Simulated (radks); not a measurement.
Values are calculated unless marked as measured or tabulated.
Spherical jellium clusters: N electrons in a uniform positive sphere of charge N and radius rs N^(1/3), rs = 4.41 bohr. Level of theory: non-relativistic Kohn-Sham, LDA (Slater exchange, Perdew-Wang correlation), spin-polarised, spherical densities (a radial shooting solver with Libxc functionals). Levels are named by radial order and angular momentum (1s, 1p, 1d, 2s, ...), and open shells are averaged over m.

N = 20, configuration 1s2 1p6 1d10 2s2. This is the lowest configuration that the search found. Occupied and some empty levels:

| level | occupation | eigenvalue (eV) | <r> (bohr) |
|---|---|---|---|
| 1s | 2 | -4.4457 | 7.773 |
| 1p | 6 | -3.8656 | 8.907 |
| 1d | 10 | -3.0816 | 9.764 |
| 2s | 2 | -2.5226 | 7.915 |
| 1f | 0 | -2.1437 | 10.55 |
| 2p | 0 | -1.5048 | 9.920 |
| 1g | 0 | -1.0977 | 11.41 |

Energy (eV): total -37.7348, kinetic 28.298, external -1080.0, Hartree 535.37, exchange-correlation -66.939, background 545.57. Static polarisability (adiabatic kernel): 2266 bohr^3, against R^3 = 1715 for a classical metal sphere.
